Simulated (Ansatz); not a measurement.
Consider the silylene formation by 1,1-elimination: `N[SiH](O)Cl` → NH₃ + `O[Si]Cl`.

Calculated with Ansatz (gas phase, PBE0-D4/def2-TZVP geometries, no zero-point term in ΔE). CCSD(T)/CBS adds triple-zeta CCSD(T) − MP2 to the extrapolated MP2 energy (def2 sets, frozen cores). This one scheme is used for every species. Functionals use def2-TZVPP. Each species was taken in one conformer, which may not be the lowest.

| level | ΔE (kJ/mol) |
| --- | --- |
| ωB97X-V | 212.8 |
| HF/CBS(def2) | 211.2 |

Question: What does CCSD(T)/CBS give? (Estimate.)

Answer: Computed: +205.1 kJ/mol. The listed levels differ from it by 7.7, 6.1 kJ/mol.

Largest T1 diagnostic among the species: 0.014.

The D4 term adds +12.0 kJ/mol with B3LYP and +6.4 kJ/mol with PBE0; it sums over pairs of atoms, weighted by their polarisabilities, and B3LYP, whose exchange is more repulsive, gets the larger term. From PBE to PBE0 (25 % exact exchange), in def2-TZVPP and without D4, ΔE moves by +21.9 kJ/mol.

B3LYP here is the variant with VWN-RPA as its local correlation; programs differ in this.
